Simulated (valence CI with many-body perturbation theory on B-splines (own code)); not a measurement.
**Rh38+: what each term of the Hamiltonian does**

Calculated by relativistic CI+MBPT: five valence electrons over a frozen Dirac-Fock core [He], radial functions for each j: 9 s, 9 p, 8 d, 6 f, 3 g, 1 h, with the one-electron correlation potential Σ1 (screened to all orders), the two-electron term Σ2, the three-electron term Σ3, Breit, model QED; selected single and double excitations, second order for the rest (own B-spline code, finite nucleus).

No measured spectrum was set against this ion. As an estimate, large intervals hold to a few tenths of a per cent, small ones and those within an open d or f shell to about a per cent. Among the levels kept, up to 1700 cm⁻¹ of a level comes from second order outside the variational space, and about a tenth of that is noise between levels of different J, which matters for small intervals.

Each rung adds one term. CI alone is the Dirac-Coulomb CI over the frozen core; QED comes last and gives the full result, which names the levels. Energies are above (2s^2 2p1/2^2 2p3/2) J=3/2 on the same rung, in eV.

Levels are named by their leading jj configuration (3d3/2^4 stands for four electrons in 3d with j = 3/2), which in mixed levels can hold well under half, so a name can repeat and another be missing. Letters in brackets count levels of one name in rising energy.

| Level | CI alone | + Σ1 | + Σ2 | + Σ3 | + Breit | Full |
| --- | --- | --- | --- | --- | --- | --- |
| (2s^2 2p1/2 2p3/2^2) J=3/2 | 139.2 | 139.2 | 139.2 | 139.2 | 136.7 | 137.1 |
| (2s^2 2p1/2 2p3/2^2) J=5/2 | 158.3 | 158.4 | 158.4 | 158.4 | 153.8 | 154.1 |
| (2s^2 2p1/2 2p3/2^2) J=1/2 | 179.2 | 179.3 | 179.3 | 179.3 | 177.2 | 177.5 |
| (2s 2p1/2^2 2p3/2^2) J=5/2 | 311.0 | 310.8 | 310.6 | 310.6 | 309.7 | 306.9 |
| (2s^2 2p3/2^3) J=3/2 | 320.0 | 320.1 | 320.2 | 320.2 | 314.7 | 315.3 |
| (2s 2p1/2^2 2p3/2^2) J=1/2 | 361.3 | 361.2 | 361.0 | 360.9 | 361.8 | 359.1 |
| (2s 2p1/2^2 2p3/2^2) J=3/2 | 364.0 | 363.8 | 363.5 | 363.4 | 363.0 | 360.3 |
| (2s 2p1/2 2p3/2^3) J=3/2 [a] | 468.5 | 468.4 | 468.2 | 468.1 | 465.9 | 463.4 |
| (2s 2p1/2 2p3/2^3) J=5/2 | 496.5 | 496.4 | 496.2 | 496.1 | 491.9 | 489.4 |
| (2s 2p1/2 2p3/2^3) J=1/2 | 521.1 | 521.0 | 520.7 | 520.5 | 518.3 | 515.8 |
| (2s 2p1/2 2p3/2^3) J=3/2 [b] | 534.4 | 534.3 | 533.9 | 533.7 | 530.3 | 527.8 |
| (2s 2p3/2^4) J=1/2 | 678.4 | 678.4 | 678.1 | 678.0 | 673.2 | 671.0 |
| (2p1/2^2 2p3/2^3) J=3/2 | 722.7 | 722.4 | 721.8 | 721.5 | 721.7 | 716.2 |
| (2p1/2 2p3/2^4) J=1/2 | 878.3 | 878.1 | 877.5 | 877.3 | 874.7 | 869.4 |
| (2s^2 2p1/2^2 3s) J=1/2 | 3088.1 | 3088.3 | 3088.4 | 3088.3 | 3086.2 | 3086.9 |
| (2s^2 2p1/2^2 3p1/2) J=1/2 | 3139.5 | 3139.8 | 3139.8 | 3139.7 | 3138.5 | 3138.3 |
| (2s^2 2p1/2^2 3p3/2) J=3/2 | 3191.4 | 3191.6 | 3191.6 | 3191.5 | 3189.3 | 3189.2 |
| (2s^2 2p1/2 2p3/2 3s) J=3/2 [a] | 3231.0 | 3231.3 | 3231.3 | 3231.2 | 3226.1 | 3227.1 |
| (2s^2 2p1/2 2p3/2 3s) J=1/2 | 3236.9 | 3237.3 | 3237.3 | 3237.2 | 3232.0 | 3233.0 |
| (2s^2 2p1/2 2p3/2 3s) J=5/2 | 3246.2 | 3246.5 | 3246.6 | 3246.5 | 3239.6 | 3240.6 |
| (2s^2 2p1/2^2 3d3/2) J=3/2 | 3244.1 | 3244.4 | 3244.5 | 3244.3 | 3242.0 | 3241.8 |
| (2s^2 2p1/2 2p3/2 3s) J=3/2 [b] | 3250.6 | 3251.0 | 3251.0 | 3250.9 | 3244.2 | 3245.2 |
| (2s^2 2p1/2^2 3d5/2) J=5/2 | 3264.4 | 3264.7 | 3264.8 | 3264.6 | 3261.6 | 3261.5 |
| (2s^2 2p1/2 2p3/2 3p1/2) J=1/2 | 3282.1 | 3282.3 | 3282.4 | 3282.3 | 3278.1 | 3278.3 |
| (2s^2 2p1/2 2p3/2 3p1/2) J=3/2 [a] | 3287.5 | 3287.8 | 3287.8 | 3287.7 | 3283.0 | 3283.2 |
| (2s^2 2p1/2 2p3/2 3p1/2) J=5/2 | 3299.2 | 3299.5 | 3299.6 | 3299.4 | 3293.1 | 3293.3 |
| (2s^2 2p1/2 2p3/2 3p1/2) J=3/2 [b] | 3316.7 | 3317.0 | 3317.0 | 3316.8 | 3311.6 | 3311.7 |
| (2s^2 2p1/2 2p3/2 3p3/2) J=5/2 [a] | 3327.7 | 3328.0 | 3328.0 | 3327.9 | 3322.8 | 3322.9 |
| (2s^2 2p1/2 2p3/2 3p3/2) J=1/2 [a] | 3332.1 | 3332.4 | 3332.4 | 3332.3 | 3326.7 | 3327.0 |
| (2s^2 2p1/2 2p3/2 3p3/2) J=3/2 [a] | 3337.3 | 3337.6 | 3337.6 | 3337.5 | 3331.7 | 3331.9 |
| (2s^2 2p1/2 2p3/2 3p3/2) J=7/2 | 3344.6 | 3344.9 | 3344.9 | 3344.8 | 3337.5 | 3337.8 |

How does the ionisation energy move along the ladder, and which term matters most?

CI alone 5600.8, + Σ1 5601.1, + Σ2 5601.2, + Σ3 5601.0, + Breit 5598.0, + QED 5597.9 eV. The largest step is Breit, -3.1 eV. NIST lists 5600 ± 40 eV (semi-empirical).
